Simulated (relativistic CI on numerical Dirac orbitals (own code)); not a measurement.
Hyperfine structure of Eu I, mass number 153

Method of calculation: Dirac-Coulomb-Breit CI, KLI orbitals optimised for each configuration, a model potential for QED, valence Slater integrals scaled by 0.85, P86 correlation energy added to each configuration (own radial code, finite nucleus).

CI space (outside the closed core [Xe]): 4f7 6s2, 4f6 6s2 8s, 4f5 6s2 7s2, 4f6 6s 7s2, 4f7 7s2, 4f9. The list is cut by size and lacks configurations that can hold low levels.

Nuclear spin I = 5/2, μ = 1.5294 μN, Q = 2.41 b (tables of Stone and Pyykkö). The electronic factors are computed for point nuclear moments, without core polarisation; leaving it out makes A of s and p electrons in near-neutral atoms 20 to 40 % too small, and it can dominate for d and f shells.

```
           Level  E (eV)  A (MHz)  B (MHz)
 4f7 6s2 6P°_7/2  3.4244    93.87      800
 4f7 6s2 6P°_5/2  3.4791    118.8      411
 4f7 6s2 6P°_3/2  3.5335     -205     -231
 4f7 6s2 6I°_7/2  3.7305    513.7      139
 4f7 6s2 6I°_9/2  3.7671    397.2      202
4f7 6s2 6I°_17/2  3.7842    309.9    -14.1
4f7 6s2 6I°_11/2  3.7973    341.5      223
4f7 6s2 6I°_15/2  3.8151    306.5      142
```

Levels with J = 0, under 50 % of one LS term, or S terms without an open s electron are left out. Small factors come from cancelling terms and can be off by tens of per cent or more.

For a near-neutral ion this model can misplace configurations by up to about 10,000 cm⁻¹ (more where the count of f electrons changes) and terms by 10 to 25 % of their spread. Rates follow the energies as ν³ (E1, M1) or ν⁵ (E2), so they and the lifetimes can be off by large factors. The fine structure of a lone outer electron comes out too small, for d and f at times inverted, and misplaced configurations move strength between like terms.

(1) Give the hyperfine levels of 4f7 6s2 6P°_3/2 relative to its centre of gravity.

Results:

(1) With K = F(F + 1) − I(I + 1) − J(J + 1), E = AK/2 + B[¾K(K + 1) − I(I + 1)J(J + 1)]/[2I(2I − 1)J(2J − 1)]: F = 1: 914.6, F = 2: 689.4, F = 3: 178.3, F = 4: -826.6 MHz.

LS names give the leading component of a level, which can be under half, so a name can repeat, a term be missing and a line seem to break the LS rules.
